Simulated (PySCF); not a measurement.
**How methods differ on the electron affinity of Pt**

Pt⁻ [Xe] 4f14 5d9 6s2 (2D) → Pt [Xe] 4f14 5d9 6s1 (3D), as a difference of total energies. All numbers are calculated (PySCF 2.14, scalar relativity through the core potential, in aug-cc-pVQZ-PP with ECP60MDF (7s7p6d4f3g2h, 135 functions)). Correlated levels: valence: 5s2 5p6 frozen. The calculations carry no spin-orbit coupling.

**Question.** Order these methods by the electron affinity they give, lowest first.
A. PBE0
B. UHF
C. MP2 (valence)
D. r2SCAN

**Answer.** B (0.427 eV), A (1.815 eV), C (1.957 eV), D (1.987 eV).

The reference lies between the lowest fine-structure levels, while these numbers refer to the centres of the terms.

In the anion the highest occupied orbital energy is positive at LDA, PBE, PBE0, r2SCAN, TPSS, TPSSh, BLYP, a self-interaction effect; the basis confines that electron, and the energy difference can still be sensible.

For comparison: 2.125 eV (measured; photodetachment measurements, as compiled on the Wikipedia data page of electron affinities).
